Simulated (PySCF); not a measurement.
B₂H₅NO.
Z-matrix (Å and degrees, PBE0-D3(BJ)/def2-SVP geometry), rows numbered from 1:
```
B 
O   1  1.3491
B   2  1.3890  1  126.67
N   3  1.3910  2  118.01  1   176.07
H   1  1.2145  2  120.50  3     0.42
H   1  1.2112  2  117.73  3  -179.50
H   3  1.2101  2  121.02  1    -3.90
H   4  1.0095  3  122.89  2  -179.65
H   4  1.0125  3  122.24  2    -0.41
```

All values: wB97X-D/def2-SVPD (PySCF, non-relativistic), on one gas-phase PBE0-D3(BJ)/def2-SVP geometry that isn't relaxed in the solvent. The solvent is an IEF-PCM continuum (cavity from Bondi-type radii × 1.2), and excitations are vertical TDDFT with non-equilibrium linear response and a frozen core. Specific hydrogen bonds and non-electrostatic terms are outside this model.

Gas-phase singlets (H = HOMO, L = LUMO):

```tsv
state	E (eV)	λ (nm)	f	leading configurations
S1	5.984	207	0.000	H→L 96%
S2	7.720	161	0.049	H-1→L+1 84%
S3	7.853	158	0.282	H-1→L 88%
S4	7.906	157	0.014	H→L+3 55%, H-2→L 31%
S5	8.259	150	0.009	H-2→L 57%, H→L+3 32%
```

Give the list for acetone (ε = 20.49), n² = 1.85.

```csv
state,E (eV),λ (nm),f,leading configurations,change by rank (eV)
S1,6.030,206,0.000,H-1→L 95%,+0.046
S2,7.583,163,0.306,H→L 90%,-0.137
S3,7.803,159,0.067,"H→L+1 76%, H→L+2 13%",-0.050
S4,7.961,156,0.011,"H-2→L 50%, H-1→L+3 35%",+0.055
S5,8.293,150,0.017,"H-1→L+3 50%, H-2→L 38%",+0.034
```

The ground-state energy changes by -0.142 eV from gas to acetone. By how much does the total energy of gas-phase S5 change?

E(S5) = E(S0) + excitation energy, so it changes by -0.142 − 0.298 = -0.440 eV: it is lowered more than the ground state, which is what a red shift means. This is the vertical state, with the slow part of the continuum still set for S0.

How do the frontier levels move from gas to acetone?

| orbital | gas (eV) | solvent (eV) | change (eV) |
| --- | --- | --- | --- |
| LUMO+2 | 2.49 | 2.48 | -0.01 |
| LUMO+1 | 1.86 | 2.00 | +0.14 |
| LUMO | 1.34 | 1.26 | -0.08 |
| HOMO | -10.26 | -10.23 | +0.03 |
| HOMO-1 | -10.42 | -10.40 | +0.02 |
| HOMO-2 | -11.82 | -11.84 | -0.02 |
| HOMO-3 | -13.37 | -13.44 | -0.07 |

The HOMO–LUMO gap goes from 11.60 to 11.49 eV. Rows go by rank; for HOMO-1 and HOMO the atom shares or the degeneracy differ between the runs, so the row needn't follow one orbital.

The pairwise dispersion term of wB97X-D wasn't added to the energies; at a given geometry it leaves orbitals and properties as they are.
